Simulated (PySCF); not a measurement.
## Assignment exercise: C10H22N2Si

Geometry:
```json
{"atom": "Si1", "x (Å)": "0.478", "y (Å)": "-0.037", "z (Å)": "0.342"}
{"atom": "C2", "x (Å)": "0.455", "y (Å)": "-0.342", "z (Å)": "2.199"}
{"atom": "C3", "x (Å)": "1.255", "y (Å)": "0.274", "z (Å)": "3.077"}
{"atom": "H4", "x (Å)": "-0.288", "y (Å)": "-1.045", "z (Å)": "2.604"}
{"atom": "H5", "x (Å)": "2.017", "y (Å)": "0.993", "z (Å)": "2.753"}
{"atom": "H6", "x (Å)": "1.191", "y (Å)": "0.095", "z (Å)": "4.157"}
{"atom": "C7", "x (Å)": "2.240", "y (Å)": "0.237", "z (Å)": "-0.257"}
{"atom": "C8", "x (Å)": "3.335", "y (Å)": "-0.273", "z (Å)": "0.321"}
{"atom": "H9", "x (Å)": "2.389", "y (Å)": "0.827", "z (Å)": "-1.174"}
{"atom": "H10", "x (Å)": "3.274", "y (Å)": "-0.877", "z (Å)": "1.234"}
{"atom": "H11", "x (Å)": "4.340", "y (Å)": "-0.115", "z (Å)": "-0.087"}
{"atom": "N12", "x (Å)": "-0.314", "y (Å)": "1.414", "z (Å)": "-0.184"}
{"atom": "C13", "x (Å)": "-1.616", "y (Å)": "1.951", "z (Å)": "0.171"}
{"atom": "C14", "x (Å)": "-1.500", "y (Å)": "3.040", "z (Å)": "1.235"}
{"atom": "C15", "x (Å)": "-2.572", "y (Å)": "0.855", "z (Å)": "0.618"}
{"atom": "H16", "x (Å)": "0.319", "y (Å)": "2.135", "z (Å)": "-0.514"}
{"atom": "H17", "x (Å)": "-2.056", "y (Å)": "2.413", "z (Å)": "-0.735"}
{"atom": "H18", "x (Å)": "-1.087", "y (Å)": "2.618", "z (Å)": "2.165"}
{"atom": "H19", "x (Å)": "-2.479", "y (Å)": "3.493", "z (Å)": "1.460"}
{"atom": "H20", "x (Å)": "-0.826", "y (Å)": "3.846", "z (Å)": "0.903"}
{"atom": "H21", "x (Å)": "-2.235", "y (Å)": "0.400", "z (Å)": "1.563"}
{"atom": "H22", "x (Å)": "-3.575", "y (Å)": "1.272", "z (Å)": "0.790"}
{"atom": "H23", "x (Å)": "-2.643", "y (Å)": "0.054", "z (Å)": "-0.130"}
{"atom": "N24", "x (Å)": "-0.299", "y (Å)": "-1.466", "z (Å)": "-0.268"}
{"atom": "C25", "x (Å)": "-0.389", "y (Å)": "-1.965", "z (Å)": "-1.630"}
{"atom": "C26", "x (Å)": "0.723", "y (Å)": "-2.966", "z (Å)": "-1.939"}
{"atom": "C27", "x (Å)": "-0.398", "y (Å)": "-0.831", "z (Å)": "-2.645"}
{"atom": "H28", "x (Å)": "-0.379", "y (Å)": "-2.213", "z (Å)": "0.414"}
{"atom": "H29", "x (Å)": "-1.356", "y (Å)": "-2.496", "z (Å)": "-1.733"}
{"atom": "H30", "x (Å)": "1.707", "y (Å)": "-2.475", "z (Å)": "-1.869"}
{"atom": "H31", "x (Å)": "0.615", "y (Å)": "-3.393", "z (Å)": "-2.948"}
{"atom": "H32", "x (Å)": "0.713", "y (Å)": "-3.799", "z (Å)": "-1.218"}
{"atom": "H33", "x (Å)": "0.563", "y (Å)": "-0.291", "z (Å)": "-2.647"}
{"atom": "H34", "x (Å)": "-0.556", "y (Å)": "-1.231", "z (Å)": "-3.657"}
{"atom": "H35", "x (Å)": "-1.187", "y (Å)": "-0.100", "z (Å)": "-2.422"}
```

No solvent, single conformer, non-relativistic, one averaged value for each set of equivalent atoms. Geometry: PBE0-D3(BJ)/def2-SVP; GIAO PBE0/pcSseg-1 shieldings; PySCF.

δ = σ(ref) − σ, references computed at the same level: 13C (σ = 184.41 ppm) and 1H (σ = 31.27 ppm) against TMS.

**Question.** Assign these signals to the numbered atoms. 13C{1H} NMR (computed): δ 148.2, 143.5, 47.5, 28.0.

**Answer.** 
| δ (ppm) | atoms | environment | reason |
| --- | --- | --- | --- |
| 148.2 | C2/C7 | carbon bonded to C, Si, H | – |
| 143.5 | C3/C8 | carbon bonded to C, 2 H | – |
| 47.5 | C13/C25 | carbon bonded to 2 C, N, H | – |
| 28.0 | C14/C15/C26/C27 | carbon bonded to C, 3 H | – |

**Question.** Assign these signals to the numbered atoms. 1H NMR (600 MHz, computed): δ 6.24 (m, 4H), 6.22 (m, 2H), 3.20 (sept, 2H), 1.19 (d, 12H), 0.24 (br s, 2H).

**Answer.** 
| δ (ppm) | atoms | environment | reason |
| --- | --- | --- | --- |
| 6.24 | H5/H6/H10/H11 | hydrogen on a carbon bonded to C | – |
| 6.22 | H4/H9 | hydrogen on a carbon bonded to C, Si | – |
| 3.20 | H17/H29 | hydrogen on a carbon bonded to 2 C, N | – |
| 1.19 | H18/H19/H20/H21/H22/H23/H30/H31/H32/H33/H34/H35 | hydrogen on a carbon bonded to C | – |
| 0.24 | H16/H28 | hydrogen on a nitrogen bonded to C, Si | – |

H5/H6/H10/H11 and H4/H9 lie closer than the usual error of such a calculation, so a measured spectrum could show them in the other order.

Exchangeable OH/NH protons stand at their gas-phase positions; hydrogen bonding in a real sample shifts them, mostly to higher δ. Shifts are as computed. Against solution values, carbons near 30 ppm lie about +2 ppm off and those near 130 ppm about +5 ppm. Of 1313 compounds with measured shifts, 239 miss one by over three times the rms of a fit or turn the order of signals round; such compounds aren't used in these exercises. No couplings were computed; multiplicities are counted from neighbouring protons, with m where these are inequivalent, close in shift, in a saturated or five-membered ring or joined by F or P, and br s for small geminal =CH2 splittings.
